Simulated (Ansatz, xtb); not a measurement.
# C3H6O2Se: which of two isomers lies lower

Structure a: `C[Se]COC=O`, a singlet. Structure b: `COC(=O)C[SeH]`, a singlet. Both are isolated molecules in the gas phase, relaxed with PBE0-D3(BJ)/def2-SVP; the shapes shown needn't be the lowest conformers.

a (Å):

```yaml
atoms:
  - { symbol: C, position_ang: [-3.3272, -0.4656, 0.6053] }
  - { symbol: C, position_ang: [-1.4836, 0.7562, -1.2543] }
  - { symbol: C, position_ang: [0.7350, 0.4530, -0.5625] }
  - { symbol: O, position_ang: [-0.4163, -0.1181, -0.9355] }
  - { symbol: O, position_ang: [0.9482, 1.6277, -0.5205] }
  - { symbol: Se, position_ang: [-2.5322, 1.2793, 0.2934] }
  - { symbol: H, position_ang: [-3.9036, -0.3971, 1.5375] }
  - { symbol: H, position_ang: [-2.5368, -1.2180, 0.7244] }
  - { symbol: H, position_ang: [-4.0012, -0.7441, -0.2165] }
  - { symbol: H, position_ang: [-2.1228, 0.2147, -1.9623] }
  - { symbol: H, position_ang: [-1.1038, 1.6851, -1.7019] }
  - { symbol: H, position_ang: [1.4653, -0.3423, -0.3079] }
```

b (Å):

```xyz
12

C    -3.2951    0.3973    0.5013
C    -1.2692    0.8421   -0.5707
C    -0.1760    0.2377   -1.4059
O    -2.2327   -0.0534   -0.3208
O    -1.2919    1.9741   -0.1692
Se    0.9124   -1.0284   -0.3815
H    -3.7982    1.2658    0.0512
H    -2.9227    0.6896    1.4944
H    -3.9939   -0.4424    0.5908
H    -0.5885   -0.2755   -2.2845
H     0.5060    1.0351   -1.7234
H    -0.1860   -1.9908   -0.2103
```

**Question.** Which of the two would you expect CCSD(T)/def2-SVP + ΔMP2/def2-TZVPP electronic energies to favour?

**Answer.** Structure b; the calculation gives E(b) − E(a) = −0.193 eV.

The same difference at several levels:

| level | geometry | E(b) − E(a) (eV) | departure from the last row (eV) | job, with rough time for the two |
| --- | --- | --- | --- | --- |
| PBE0-D3(BJ)/def2-SVP | PBE0-D3(BJ)/def2-SVP | −0.285 | −0.092 | optimisation, 68 s |
| HF/def2-SVP | PBE0-D3(BJ)/def2-SVP | −0.424 | −0.231 | part of the CCSD(T) run |
| MP2/def2-SVP | PBE0-D3(BJ)/def2-SVP | −0.323 | −0.130 | part of the CCSD(T) run |
| CCSD(T)/def2-SVP | PBE0-D3(BJ)/def2-SVP | −0.354 | −0.161 | single point |
| CCSD(T)/def2-SVP + ΔMP2/def2-TZVPP | PBE0-D3(BJ)/def2-SVP | −0.193 |  | single point, 60 s |

As drawn, b has 1 C–C, 1 Se–H in place of 1 C–Se, 1 C–H.

None of the levels shown reverses the order. The largest departure from CCSD(T)/def2-SVP + ΔMP2/def2-TZVPP is that of HF/def2-SVP, 0.231 eV. Levels run at GFN2-xTB geometries aren't shown. The last row adds to CCSD(T) the change of the MP2 difference between the two basis sets, here +0.161 eV, a large step that makes the value less sure.

With thermal terms from frequencies at re-optimised GFN2-xTB minima (ideal gas, soft modes damped towards free rotors, one conformer each, 298.15 K, 1 atm): the zero-point term adds −0.062 eV; ΔH is −0.250 and ΔG −0.264 eV.

The correlated steps freeze 14 core orbitals; the filled d shell of Se is correlated, in a basis made for valence electrons. Programs: Ansatz 0.2.0, xtb 6.7.1; the last row on 4 threads of Arm Neoverse V1 on a shared host.
